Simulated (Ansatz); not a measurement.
Input for Ansatz (an electronic-structure program): U-CCSD(T)/def2-TZVPP on ZrP, 2S+1 = 4, a spin state set in the input, which need not be the lowest, a point of a bond scan (R = 2.335 Å). Elements past Kr take the def2 small-core potentials; no spin–orbit coupling.

Ansatz 0.2 input:
```yaml
crystal:
  periodic: [false, false, false]
  atoms:
    - {symbol: Zr, position_ang: [0.00000000, 0.00000000, 0.00000000]}
    - {symbol: P, position_ang: [0.00000000, 0.00000000, 2.33485000]}
basis:
  gaussian:
    orbitals: def2-TZVPP
    pivot_positions_ang: [[0.00000000, 0.00000000, 0.00000000], [0.00000000, 0.00000000, 2.33485000]]
magnetization: {spin_polarized: true, initial_magnetization: 3}
correlation: {method: ccsd_t, electrons: valence}
output: {orbitals: {seedname: ./end}}
```

Output:

```
WARN ansatz: RAYON_NUM_THREADS=1 ignored (pool sized by the plan → 1); use --threads N
Functional definition: HF
integrals: 0.16 GiB planned
685 factors; integrals over basis functions are off by at most 3.6e-4 eV
mean field: 0.22 GiB planned
mean field evaluation 1: about -10533.0064 eV, gradient 1.6e1 eV
mean field evaluation 2: about -10533.0091 eV, gradient 1.6e1 eV
mean field evaluation 4: about -10535.4465 eV, gradient 2.6e0 eV
mean field evaluation 8: about -10535.7776 eV, gradient 4.2e-1 eV
mean field evaluation 16: about -10535.8162 eV, gradient 5.9e-5 eV
mean field evaluation 32: about -10535.8260 eV, gradient 3.3e-6 eV
mean field evaluation 64: about -10535.5917 eV, gradient 5.4e-1 eV
mean field evaluation 96: about -10535.8256 eV, gradient 3.4e-2 eV
mean field evaluation 128: about -10534.8165 eV, gradient 4.3e0 eV
mean field evaluation 160: about -10533.5153 eV, gradient 9.5e0 eV
mean field evaluation 192: about -10535.1868 eV, gradient 4.2e-6 eV
mean field evaluation 224: about -10535.8248 eV, gradient 1.2e-1 eV
mean field evaluation 256: about -10535.7195 eV, gradient 6.1e-1 eV
mean field evaluation 288: about -10535.8161 eV, gradient 4.1e-2 eV
mean field evaluation 320: about -10535.8250 eV, gradient 1.0e-1 eV
mean field evaluation 352: about -10534.7653 eV, gradient 1.8e-1 eV
mean field evaluation 384: about -10532.6187 eV, gradient 8.2e0 eV
mean field evaluation 416: about -10535.8139 eV, gradient 1.1e-1 eV
mean field evaluation 448: about -10535.8162 eV, gradient 2.0e-3 eV
mean field evaluation 480: about -10534.5782 eV, gradient 2.6e0 eV
mean field evaluation 512: about -10534.7580 eV, gradient 1.3e-1 eV
mean field evaluation 544: about -10535.4734 eV, gradient 4.8e-2 eV
mean field evaluation 576: about -10531.5919 eV, gradient 5.7e0 eV
mean field evaluation 608: about -10534.7516 eV, gradient 2.7e-2 eV
mean field evaluation 640: about -10534.5409 eV, gradient 2.8e0 eV
mean field evaluation 672: about -10534.6114 eV, gradient 1.0e0 eV
mean field evaluation 704: about -10534.3906 eV, gradient 1.4e-1 eV
mean field evaluation 736: about -10534.3798 eV, gradient 5.0e-1 eV
mean field evaluation 768: about -10534.3495 eV, gradient 1.3e-1 eV
mean field evaluation 800: about -10534.5858 eV, gradient 2.9e-4 eV
mean field evaluation 832: about -10534.3370 eV, gradient 5.8e-1 eV
mean field evaluation 864: about -10534.3619 eV, gradient 9.4e-2 eV
mean field evaluation 896: about -10534.0452 eV, gradient 3.1e0 eV
mean field evaluation 928: about -10534.3722 eV, gradient 4.1e-3 eV
mean field evaluation 960: about -10534.4523 eV, gradient 1.4e0 eV
mean field evaluation 992: about -10535.1868 eV, gradient 6.0e-4 eV
mean field evaluation 1024: about -10535.8155 eV, gradient 4.7e-2 eV
mean field evaluation 1056: about -10535.8260 eV, gradient 8.1e-3 eV
mean field evaluation 1088: about -10535.8260 eV, gradient 7.3e-4 eV
mean field evaluation 1120: about -10534.2701 eV, gradient 5.8e-1 eV
mean field evaluation 1152: about -10534.3857 eV, gradient 2.6e-3 eV
mean field evaluation 1184: about -10534.1397 eV, gradient 2.8e-1 eV
mean field evaluation 1216: about -10534.1460 eV, gradient 6.1e-2 eV
mean field evaluation 1248: about -10534.1498 eV, gradient 1.8e-2 eV
mean field evaluation 1280: about -10534.2537 eV, gradient 6.4e-2 eV
mean field evaluation 1312: about -10534.1372 eV, gradient 1.6e0 eV
mean field evaluation 1344: about -10534.1842 eV, gradient 4.7e0 eV
mean field evaluation 1376: about -10534.8006 eV, gradient 6.0e-4 eV
mean field evaluation 1408: about -10534.5249 eV, gradient 3.3e-2 eV
mean field evaluation 1440: about -10534.5250 eV, gradient 3.9e-3 eV
mean field evaluation 1472: about -10534.9542 eV, gradient 2.4e0 eV
mean field evaluation 1504: about -10535.8260 eV, gradient 1.1e-2 eV
mean field evaluation 1536: about -10535.8162 eV, gradient 8.8e-4 eV
mean field evaluation 1568: about -10535.3913 eV, gradient 5.6e-1 eV
mean field evaluation 1600: about -10534.9284 eV, gradient 1.8e0 eV
mean field evaluation 1632: about -10534.8561 eV, gradient 1.2e0 eV
mean field evaluation 1664: about -10534.7494 eV, gradient 1.1e-1 eV
mean field evaluation 1696: about -10534.7679 eV, gradient 1.1e-1 eV
mean field evaluation 1728: about -10534.5462 eV, gradient 2.6e-3 eV
mean field evaluation 1760: about -10534.4930 eV, gradient 2.3e-4 eV
mean field -10535.82604742 eV, -387.1844658034 hartree, gradient 1.3e-6 eV, S^2 3.862217; 38 other end points of the search recorded, 0 dependent functions left out
determinant -10535.82604742 eV, -387.1844658034 hartree, with singles and doubles -10547.55474224 eV, -387.6154873880 hartree
determinant -10535.81619755 eV, -387.1841038271 hartree, with singles and doubles -10547.54838562 eV, -387.6152537863 hartree
determinant -10535.47737113 eV, -387.1716521858 hartree, with singles and doubles -10547.06059551 eV, -387.5973278305 hartree
determinant -10535.47179127 eV, -387.1714471300 hartree, with singles and doubles -10547.07652587 eV, -387.5979132605 hartree
determinant -10535.18676032 eV, -387.1609724358 hartree, with singles and doubles -10546.32744423 eV, -387.5703850181 hartree
determinant -10535.06381743 eV, -387.1564543677 hartree, with singles and doubles -10546.65498226 eV, -387.5824218185 hartree
determinant -10534.80064563 eV, -387.1467829826 hartree, with singles and doubles -10545.47972337 eV, -387.5392318511 hartree
determinant -10534.76900337 eV, -387.1456201508 hartree, with singles and doubles -10546.43068003 eV, -387.5741788637 hartree
determinant -10534.76512409 eV, -387.1454775902 hartree, with singles and doubles -10545.47661034 eV, -387.5391174493 hartree
determinant -10534.75182496 eV, -387.1449888561 hartree, with singles and doubles -10545.66811205 eV, -387.5461550074 hartree
determinant -10534.61830457 eV, -387.1400820722 hartree, with singles and doubles -10546.15918410 eV, -387.5642015724 hartree
determinant -10534.58582089 eV, -387.1388883190 hartree, with singles and doubles -10545.97231397 eV, -387.5573342215 hartree
determinant -10534.52503154 eV, -387.1366543516 hartree, with singles and doubles -10546.33841231 eV, -387.5707880874 hartree
determinant -10534.49300645 eV, -387.1354774511 hartree, with singles and doubles -10545.96784479 eV, -387.5571699824 hartree
determinant -10534.38569277 eV, -387.1315337462 hartree, with singles and doubles -10545.46270346 eV, -387.5386063809 hartree
determinant -10534.37222242 eV, -387.1310387201 hartree, with singles and doubles -10545.91368747 eV, -387.5551797376 hartree
determinant -10534.35473732 eV, -387.1303961544 hartree, with singles and doubles -10545.66975572 eV, -387.5462154112 hartree
determinant -10534.28579197 eV, -387.1278624595 hartree, with singles and doubles -10545.36083992 eV, -387.5348629646 hartree
determinant -10534.25373566 eV, -387.1266844118 hartree, with singles and doubles -10545.30642592 eV, -387.5328632870 hartree
determinant -10534.23705709 eV, -387.1260714857 hartree, with singles and doubles -10545.27854586 eV, -387.5318387138 hartree
determinant -10534.21702045 eV, -387.1253351528 hartree, with singles and doubles -10545.78842264 eV, -387.5505763398 hartree
determinant -10534.14983959 eV, -387.1228663018 hartree, with singles and doubles -10545.75645584 eV, -387.5494015816 hartree
determinant -10534.14659548 eV, -387.1227470827 hartree, with singles and doubles -10545.75652523 eV, -387.5494041317 hartree
determinant -10535.82604742 eV, -387.1844658034 hartree, with singles and doubles -10547.54903860 eV, -387.6152777829 hartree
determinant -10535.81619755 eV, -387.1841038271 hartree, with singles and doubles -10547.54237919 eV, -387.6150330541 hartree
determinant -10535.47737113 eV, -387.1716521858 hartree, with singles and doubles -10547.10258859 eV, -387.5988710477 hartree
determinant -10535.47179127 eV, -387.1714471300 hartree, with singles and doubles -10547.10807147 eV, -387.5990725398 hartree
5 core orbitals not correlated
reference -10535.82604742 eV, -387.1844658034 hartree; 10, 7 occupied and 83, 86 virtual orbitals, 685 factors
second order -11.18867560 eV of doubles, -0.00000000 eV of singles
coupled cluster: 0.49 GiB planned
cycle   1  -11.72298947 eV  change    1.7e-6 eV  update   5.0e-6
coupled cluster: 0.49 GiB planned
perturbative correction -0.71085257 eV, -0.0261233502 hartree
Total energy: -10548.25988947 eV, -387.6414010706 hartree
```

The calculation finished and met its thresholds. Its determinant has ⟨S²⟩ = 3.86, a mixture of spin states.

Cost: roughly 120 core-seconds.
